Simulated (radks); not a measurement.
Spherical jellium clusters: N electrons in a uniform positive sphere of charge N and radius rs N^(1/3), rs = 3.47 bohr. Calculated with a radial shooting solver with Libxc functionals: non-relativistic Kohn-Sham, PBEsol, spin-polarised, spherical densities. Levels are named by radial order and angular momentum (1s, 1p, 1d, 2s, ...), and open shells are averaged over m.

N = 22, configuration 1s2 1p6 1d10 2s2 1f(up 2, down 0). This is the lowest configuration that the search found. Occupied levels:

level,occupation,eigenvalue (eV),<r> (bohr)
1s up,1,-6.0596,6.144
1s down,1,-5.9894,5.987
1p up,3,-5.1278,7.202
1p down,3,-5.0070,7.096
1d up,5,-3.9275,7.987
1d down,5,-3.7703,7.920
2s up,1,-3.2668,6.648
2s down,1,-3.1749,6.692
1f up,2,-2.5261,8.710

Energy (eV): total -39.1344, kinetic 49.153, external -1597.5, Hartree 786.37, exchange-correlation -89.914, background 812.72.

Electron density:

r (bohr),n(r) (e/bohr^3)
0.314,0.007719
1.50,0.007014
2.68,0.005962
3.87,0.005442
5.05,0.005778
6.24,0.006293
7.42,0.005830
8.61,0.004041
9.79,0.001973
11.0,0.0007191
12.2,0.0002186
13.3,0.00006286
14.5,0.00001754
15.7,4.893e-06
